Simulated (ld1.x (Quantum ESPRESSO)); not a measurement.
## An all-electron radial function and its pseudo partner (oxygen (O))

Columns: radius, all-electron u(r) and pseudo u(r) of the 2p shell (level -9.03 eV) of oxygen in the configuration [He] 2s2 2p4; PBE, scalar-relativistic, RRKJ scheme, ld1.x (Quantum ESPRESSO) 7.5.

| r (bohr) | all-electron | pseudo |
| --- | --- | --- |
| 0.068 | 0.0539 | 0.0218 |
| 0.135 | 0.1659 | 0.0837 |
| 0.202 | 0.2943 | 0.1790 |
| 0.270 | 0.4202 | 0.2994 |
| 0.338 | 0.5316 | 0.4309 |
| 0.405 | 0.6236 | 0.5580 |
| 0.473 | 0.6987 | 0.6728 |
| 0.540 | 0.7558 | 0.7637 |
| 0.608 | 0.7977 | 0.8293 |
| 0.675 | 0.8250 | 0.8680 |
| 0.742 | 0.8405 | 0.8843 |
| 0.810 | 0.8460 | 0.8833 |
| 0.878 | 0.8432 | 0.8705 |
| 0.945 | 0.8339 | 0.8511 |
| 1.013 | 0.8193 | 0.8283 |
| 1.080 | 0.8010 | 0.8048 |
| 1.148 | 0.7794 | 0.7805 |
| 1.215 | 0.7560 | 0.7562 |
| 1.283 | 0.7308 | 0.7308 |
| 1.350 | 0.7049 | 0.7049 |
| 1.418 | 0.6781 | 0.6781 |
| 1.485 | 0.6515 | 0.6515 |
| 1.553 | 0.6246 | 0.6246 |
| 1.620 | 0.5984 | 0.5984 |
| 1.688 | 0.5722 | 0.5722 |
| 1.755 | 0.5470 | 0.5470 |

(1) How many radial nodes do the two functions have?

(2) At about which radius was the pseudo-wave matched?

(3) Where does each function peak?

(4) Is the pseudo-wave norm-conserving?

## Answers

(1) The all-electron 2p function has n − l − 1 = 0; the pseudo-wave has 0.

(2) 1.35 bohr. The columns agree to 0.0005 from 1.22 bohr on; several derivatives are matched, so the curves merge somewhat inside the radius.

(3) Outermost all-electron maximum near 0.81 bohr, pseudo maximum near 0.74 bohr (to the table’s step).

(4) Yes: the RRKJ scheme keeps the norm inside the radius equal to the all-electron one, which fixes the energy derivative of the logarithmic derivative at the level.
